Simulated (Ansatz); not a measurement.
germylmethylgermane (CH8Ge2), SMILES [CH2]([GeH3])[GeH3].

Geometry optimised at PBE0-D3(BJ)/def2-SVP.

Two levels are set side by side: PBE/def2-SVPD (Ansatz, an electronic-structure program) and CAM-B3LYP/def2-SVPD (Ansatz). Energy differences of separate SCF runs at the same geometry; the states with an electron removed or added have multiplicity 2 and 2. Differences are taken from unrounded values.

```csv
quantity,CAM-B3LYP
vertical ionisation energy (eV),10.54
vertical singlet–triplet gap (eV),7.41
```

### Question
What does PBE give, and how far is it from CAM-B3LYP? (The exact figures need the calculation; the answer reports its results.)

### Answer

| quantity | PBE | PBE minus CAM-B3LYP |
|---|---|---|
| vertical ionisation energy (eV) | 10.14 | -0.40 |
| vertical singlet–triplet gap (eV) | 6.78 | -0.64 |
